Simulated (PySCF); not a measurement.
Saddle point of CH$_{7}$BrSi, singlet (CH₆Si ([CH3][SiH3]) + HBr → CH₅BrSi ([CH3][SiH2][Br]) + H₂; bonds formed: Si1–Br7, H2–H6; bonds broken: Si1–H2, H6–Br7), PBE0-D4/def2-TZVP structure:

Si1  (-0.409, 0.061, -0.575)
H2  (0.911, 0.739, -1.468)
H3  (-0.306, -0.883, -1.737)
H4  (-1.670, 0.792, -0.782)
C5  (-0.008, -0.934, 0.931)
H6  (0.867, 1.328, -0.825)
Br7  (0.351, 2.303, 0.772)
H8  (-0.373, -1.956, 0.795)
H9  (-0.440, -0.479, 1.821)
H10  (1.075, -0.970, 1.067)
(Å)

Energies are electronic, without zero-point energy. Barriers and step energies count from the start structure reached by relaxing down the imaginary mode; all methods use the PBE0-D4 structures, on which another method's saddle can fall below an end. PySCF 2.14 with density fitting (its default auxiliary sets; JK sets also for MP2 and CCSD(T)); basis: def2-TZVPP, with def2-QZVPP for the basis limit; cores frozen in the correlated methods. Filled d shells of the heavier atoms are correlated. The def2 sets are not built for correlating such inner shells, so the correlated values are less sure here. B3LYP uses VWN-RPA correlation. Extrapolation: Hartree–Fock as exp(−7.88 √X), correlation as X^−2.97.

| method | barrier (kcal/mol) | step energy (kcal/mol) |
| --- | --- | --- |
| SPW92 | 22.63 | -14.97 |
| PBE-D4 | ? | -17.22 |
| r2SCAN-D4 | 29.21 | -18.48 |
| PBE0-D4 | 30.22 | -17.51 |
| B3LYP-D4 | ? | -16.92 |
| BHLYP-D4 | 36.22 | -17.39 |
| wB97M-V | 33.55 | -17.96 |
| HF | ? | -16.82 |
| MP2 | 34.64 | -19.00 |
| CCSD | 39.01 | -16.11 |
| CCSD(T) | 37.10 | -16.51 |

Q: Fill in the withheld barriers. (An estimate is asked for; the value comes from the calculation.)

A: The calculation gives: HF 45.92; B3LYP-D4 33.23; PBE-D4 27.39 kcal/mol. Each is the energy of the saddle less that of the start structure, by the same method.

For comparison, the barrier by CCSD(T) at an estimated basis limit (MP2 extrapolated from triple and quadruple zeta, plus CCSD(T) − MP2 in triple zeta) is 33.91 kcal/mol.

No T1 diagnostic of these runs exceeds 0.010.

Labels in which every atom is bracketed show which atoms are joined, not bond orders.

For scale, one of the runs: CCSD(T)/def2-TZVPP, 219 basis functions, launched by `OMP_NUM_THREADS=4 python run.py`. Time: 19 min of wall clock on 4 CPU threads of an AMD EPYC; the host was shared. Peak host memory: 3.9 GiB.
